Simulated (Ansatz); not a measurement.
Basis-set extrapolation for `FC[SiH](F)[AlH2]` (PBE0-D4/def2-TZVP geometry, frozen core, Ansatz 0.2.0). Multiplicity 1, RHF reference.

|  | def2-TZVPP | def2-QZVPP |
| --- | --- | --- |
| HF | -770.663679 | -770.691085 |
| MP2 correlation | -0.864029 | -0.939651 |
| CCSD(T) correlation | -0.935916 | not run |

Energies in hartree. Use E(X) = E(∞) + A·exp(−7.88·√X) for Hartree–Fock and E(X) = E(∞) + B·X^(−2.97) for correlation, with X = 3 and 4, and add CCSD(T) minus MP2 of the smaller set to the MP2 limit.

Q: What is the CCSD(T) energy at the basis-set limit?

A: HF limit: -770.691085 + (-0.027406) × 0.13774 = -770.69486. MP2 limit: -0.939651 + (-0.075622) × 0.74074 = -0.99567. Higher-order term: -0.935916 − (-0.864029) = -0.07189. Total: -771.76242 hartree, 427.5 kJ/mol below CCSD(T)/def2-TZVPP.
